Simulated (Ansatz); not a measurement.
Harmonic frequencies (cm⁻¹) at PBE0-D4/def2-TZVP from Ansatz: 79, 137, 146, 202, 301, 330, 498, 520, 617, 734, 856, 903, 918, 921, 942, 948, 1086, 1092, 1150, 1210, 1239, 1374, 1410, 1452, 1465, 1468, 1773, 2216, 2226, 2241, 2970, 2982, 3044, 3072, 3100, 3159.

Each molecule was computed in one conformer, which needn't be the lowest.

Problem. Which molecule is it?
A. `C=C[SiH2]CN`
B. `C/C=N/C[SiH3]`
C. `C/C=C/[SiH2]N`
D. `C=C[SiH2]NC`

Solution. B.
